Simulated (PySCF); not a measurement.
**Ionisation energy of Nb²¹⁺ by level of theory**

Nb²¹⁺ [Ar] 3d2 (3F) → Nb²²⁺ [Ar] 3d1 (2D), as a difference of total energies. Computed with PySCF 2.14 in an even-tempered Gaussian basis (19 s from 2.2 bohr⁻², ratio 2.5; 12 p from 2.9 bohr⁻², ratio 2.5; 8 d from 2.9 bohr⁻², ratio 2.5; 4 f from 10 bohr⁻², ratio 2.7; 3 g from 15 bohr⁻², ratio 2.7), with scalar relativity by spin-free X2C-1e. Correlated levels: outer shells: [Ne] frozen; virtual orbitals above 40 to 60 times the deepest correlated orbital energy dropped. The calculations carry no spin-orbit coupling.

```tsv
method	ionisation energy (eV)
UHF	938.87
LDA	939.01
PBE	939.28
PBE0	939.54
r2SCAN	940.40
BLYP	939.51
B97-3	939.59
MP2 (outer shells)	938.92
SCS-MP2 (outer shells)	938.85
```

A first-order spin-orbit estimate (lowest level to lowest level, LS coupling) adds 0.683 eV.

Breit and QED terms and the two-electron picture change are absent.

For comparison: 940 ± 4 eV (theoretical estimate listed by NIST; NIST Atomic Spectra Database, ionization energies).
